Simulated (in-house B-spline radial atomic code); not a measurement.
Hg. Computed with a B-spline radial atomic code. Model: non-relativistic spherical atom: semilocal Troullier-Martins pseudo-atom, one channel per l, against all electrons, high spin, G0W0 and RPA with empty states to l = 8, local potential for every l without a channel, a model core (radius 0 = none) keeps its share of the functional.

The core holds an angular momentum without a channel of its own, so the local potential lets valence electrons into it.

Without relativity these are model numbers for so heavy an element.

What the tables leave out is listed at the end.

The pseudopotential gives back the lowest level of each angular momentum of its own functional in the configuration it was made in; a second state of the same l is only approximately right. Exact exchange, RPA and GW see the smooth pseudo-orbitals and miss the exchange with the core, for which the functional's share stands in. The column with an uncorrelated core keeps all orbitals and exact exchange, and so separates missing core correlation from pseudisation. Only the three outermost levels and the lowest empty one were computed. RPA here is direct RPA, with no exchange kernel, and its energies carry an (l + 1/2)⁻⁴ tail. A hybrid on a potential with a model core restores only its own semilocal share of the core's exchange.

Command:
```bash
python run_psgw.py task.json out
```
Settings (lengths in bohr, energies in hartree):
```
Z                      80
electrons              80
configuration          [Xe] 4f14 5d10 6s2
generated_in           [Xe] 4f14 5d10 6s2
functional             pbe,pbe
core_shells            12
radius_factor          0.9
core_correction        False
ion_configuration      [Xe] 4f14 5d10 6s1
```

Run time, properties included: 110 s on 1 thread of Arm Neoverse N1, on a shared host.

Given: made with PBE; model core radius 0 bohr; local radius 1.348 bohr; mean-field start PBE.

Valence shells of the generating configuration: 5d, 6s.

Channel: s 2.282, p 3.119, d 1.036 (radii in bohr).

Computed: largest level miss in the spin-unpolarised generating configuration 0 eV; valence RPA correlation energy all-electron orbitals -0.64251 hartree; valence RPA correlation energy pseudo -1.0534 hartree; all-electron RPA polarisability, core included 46.723 bohr³; pseudo-atom RPA polarisability 46.687 bohr³; ionisation by mean-field pseudo minus all -0.021 eV; ionisation by RPA pseudo minus all 0.601 eV.

```csv
level,occupied,mean-field all-electron (eV),mean-field pseudo minus all (eV),G0W0 all-electron (eV),G0W0 uncorrelated core minus all (eV),G0W0 pseudo minus all (eV),exchange self-energy all-electron (eV),exchange self-energy pseudo (eV)
6s,1,-5.2934,0,-8.4968,0.057,-0.282,-11.23,-10.112
```

Problem. What is the ionisation by mean-field all-electron?

Solution. 8.4685 eV.

Problem. What is the ionisation by RPA all-electron?

Solution. 8.7977 eV.

Given: mean-field start PBE0.

Computed: valence RPA correlation energy all-electron orbitals -0.60065 hartree; all-electron RPA polarisability, core included 41.943 bohr³; pseudo-atom RPA polarisability 40.125 bohr³; ionisation by mean-field all-electron 8.2005 eV; ionisation by mean-field pseudo minus all 0.187 eV; ionisation by RPA pseudo minus all 0.638 eV.

| level | occupied | mean-field all-electron (eV) | mean-field pseudo minus all (eV) | G0W0 all-electron (eV) | G0W0 uncorrelated core minus all (eV) | G0W0 pseudo minus all (eV) | exchange self-energy all-electron (eV) | exchange self-energy pseudo (eV) |
| --- | --- | --- | --- | --- | --- | --- | --- | --- |
| 6s | 1 | -5.9374 | -0.165 | -8.5293 | 0.062 | -0.469 | -11.02 | -10.193 |

Problem. What is the valence RPA correlation energy pseudo?

Solution. -1.0083 hartree.

Problem. What is the ionisation by RPA all-electron?

Solution. 8.6266 eV.

Given: mean-field start Hartree-Fock.

Computed: all-electron RPA polarisability, core included 37.402 bohr³; pseudo-atom RPA polarisability 32.111 bohr³; ionisation by mean-field all-electron 6.8138 eV; ionisation by mean-field pseudo minus all 0.633 eV; ionisation by RPA all-electron 8.2052 eV; ionisation by RPA pseudo minus all 0.749 eV.

| level | occupied | mean-field all-electron (eV) | mean-field pseudo minus all (eV) | G0W0 all-electron (eV) | G0W0 uncorrelated core minus all (eV) | G0W0 pseudo minus all (eV) | exchange self-energy all-electron (eV) | exchange self-energy pseudo (eV) |
| --- | --- | --- | --- | --- | --- | --- | --- | --- |
| 6s | 1 | -7.1034 | -0.665 | -8.4113 | 0.06 | -0.849 | -10.063 | -10.085 |

Problem. What is the valence RPA correlation energy pseudo?

Solution. -0.89347 hartree.

Problem. What is the valence RPA correlation energy all-electron orbitals?

Solution. -0.50377 hartree.

Among the listed levels the largest G0W0 shift of the pseudo-atom is -0.85 eV, for 6s on the Hartree-Fock start, while leaving the core uncorrelated moves that level by +0.06 eV. So pseudisation and the lost core exchange, not the missing core correlation, make the error. Not in the tables (levels of low weight, unsolved or above zero; the highest and the empty levels are kept at any weight): on PBE the G0W0 levels 5d (pseudo minus all +1.78 eV, weights 0.71 and 0.45), 6p (pseudo minus all -0.09 eV, weights 0.90 and 0.90); on PBE0 the G0W0 levels 5d (pseudo minus all +2.19 eV, weights 0.80 and 0.74), 6p (pseudo minus all -0.03 eV, weights 0.93 and 0.93); on Hartree-Fock the G0W0 levels 5d (pseudo minus all +2.00 eV, weights 0.72 and 0.90).
